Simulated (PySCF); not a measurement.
## Unknown: peak-picked proton spectrum

Formula C7H7F. The spectrum was simulated from the full spin Hamiltonian at 400 MHz with 0.6 Hz Lorentzian lines, from shifts rounded to 0.01 ppm and J to 0.1 Hz, couplings under 1 Hz left out.

```csv
region,integral (H),ppm,Hz,height
1,2,7.286,2914.2,2
1,,7.279,2911.4,19
1,,7.274,2909.6,8
1,,7.266,2906.6,19
1,,7.262,2904.8,7
1,,7.260,2903.8,8
1,,7.255,2902.0,24
1,,7.247,2899.0,9
1,,7.243,2897.2,23
1,,7.236,2894.3,3
2,2,7.089,2835.6,3
2,,7.082,2832.8,23
2,,7.077,2831.0,7
2,,7.067,2827.0,3
2,,7.063,2825.1,9
2,,7.060,2824.1,26
2,,7.058,2823.4,22
2,,7.056,2822.4,9
2,,7.051,2820.5,3
2,,7.041,2816.6,6
2,,7.037,2814.8,19
2,,7.030,2811.9,2
3,3,2.352,940.7,100
3,,2.348,939.3,100
```

A single conformation, non-relativistic, averaged over atoms made equivalent by symmetry, fast rotation or ring inversion, gas phase. Shielding tensors at PBE0/pcSseg-1 (GIAO); PBE0-D3(BJ)/def2-SVP structure; B3LYP/pcJ-1 coupling constants (spin–dipole term only in couplings to heteroatoms); PySCF 2.14.

Chemical shifts δ = σref − σ; 1H (σ = 31.27 ppm) vs TMS, all at this level.

Question: Analyse the multiplets.

Answer: 1H NMR (400 MHz, computed): δ 7.26 (dd, J = 9.4, 4.8 Hz, 2H), 7.06 (dd, J = 9.4, 8.6 Hz, 2H), 2.35 (d, J = 1.4 Hz, 3H). These are first-order names from the parameters used; overlap and second-order distortion can hide them in the list.

Question: What is the compound?

Answer: `Cc1ccc(F)cc1`.

Structure with atom numbers: `[CH3:1][c:2]1[cH:3][cH:4][c:5]([F:6])[cH:7][cH:8]1`. Each H is labelled by its parent atom.

1. δ 7.26: H(C3)/H(C8), hydrogen on an aromatic CH, coupled to H(C4)/H(C7) (9.4 Hz), F6 (4.8 Hz).
2. δ 7.06: H(C4)/H(C7), hydrogen on an aromatic CH, coupled to H(C3)/H(C8) (9.4 Hz), F6 (8.6 Hz).
3. δ 2.35: H(C1), hydrogen on a methyl carbon on an aromatic ring, coupled to F6 (1.4 Hz).

The shifts were computed for this structure.

Multiplet labels drop couplings under 1 Hz and merge nearly equal ones. Couplings among chemically equivalent protons are left out too, so labels in AA′BB′ or AA′XX′ sets are apparent multiplicities. Unscaled 3J(H,H) at this level run about 9 % above measured values.
